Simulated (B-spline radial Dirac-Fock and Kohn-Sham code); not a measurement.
# What relativity does to the binding energies of Eu¹⁵⁺

System: Eu¹⁵⁺ in the configuration [Kr] 4d10 4f2.

Both columns are ΔSCF binding energies of the configuration average from a B-spline atomic structure program: non-relativistic Hartree-Fock with a point nucleus, and Dirac-Fock with a finite nucleus and the Coulomb interaction alone, averaged over the two j levels with weights 2j+1.

```
shell  Hartree-Fock (eV)  Dirac-Fock (eV)  shift (eV)  shift (%)
   1s            46266.3          49058.3    +2791.98      +6.03
   2s             7700.7           8417.1     +716.45      +9.30
   2p             7317.3           7544.6     +227.30      +3.11
   3s             1979.2           2147.2     +168.01      +8.49
   3p             1808.8           1868.0      +59.17      +3.27
   3d             1494.8           1481.8      -13.07      -0.87
   4s              648.7            691.3      +42.56      +6.56
   4p              579.5            594.4      +14.84      +2.56
   4d              454.7            452.5       -2.18      -0.48
   4f              312.4            308.0       -4.40      -1.41
```

Relativity binds 1s, 2s, 2p, 3s, 3p, 4s, 4p more strongly, among those listed most of all 2s in relative terms, and 3d, 4d, 4f more weakly, because the contracted s and p shells screen the nucleus better.

Values without a named source are computed, but for edge energies of neutral atoms, which are taken from tables.
